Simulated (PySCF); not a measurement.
From computed data to an observable: chemical shift, span and skew from a shielding tensor

FS, SMILES F[S] (connectivity only; charge and spin as stated), charge -1, multiplicity 1. Atoms are numbered in the order given.

```xyz
2

F      0.0000     0.0000    -1.1152
S      0.0000     0.0000     0.6273
```
Charge -1, spin multiplicity 1.

The structure is a stationary point at PBE-D3(BJ)/def2-TZVPD. The multiplicity is an assumed one; other spin states were not compared.

GIAO shieldings from PBE/pcSseg-2 in PySCF, non-relativistic, no solvent. The symmetric part of the tensor of F1 has the principal values 492.6, 1106.6, 1106.6 ppm. The same nucleus in CFCl3 has σ = 132.0 ppm at this level (PySCF, at its B3LYP-D3(BJ)/def2-TZVP geometry).

Question: Work out the isotropic shielding, the ¹⁹F shift against CFCl3, the span and the skew.

Answer: 
σ(iso) = (σ11 + σ22 + σ33)/3 = 901.9 ppm. δ = σ(ref) − σ(iso) = 132.0 − (901.9) = -769.9 ppm.
Span Ω = σ33 − σ11 = 614.0 ppm. Skew κ = 3(σ(iso) − σ22)/Ω = -1.00, an axial tensor. Tumbling in solution averages the tensor to δ; in a static solid the shielding alone would spread this spin-1/2 line over Ω.
